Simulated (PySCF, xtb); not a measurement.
Zn(I)(Et) (C2H5IZn), SMILES C[CH2][Zn][I].

GFN2-xTB (xtb 6.7.1) at its own geometry gives an orbital gap of 4.53 eV and a dipole moment of 6.60 D.

Geometry: PBE0-D3(BJ)/def2-SVP. The structure was generated by enumeration; whether it is a known compound was not checked. The def2 effective core potentials stand for the cores of I; spin–orbit coupling is left out. The values are those of a single conformer.

Problem. What does PySCF with B3LYP/def2-TZVP give? (Estimate from the structure and the level; the computed values follow.)

Solution. gap 6.21 eV (levels -7.21 and -1.00 eV), dipole 2.33 D.
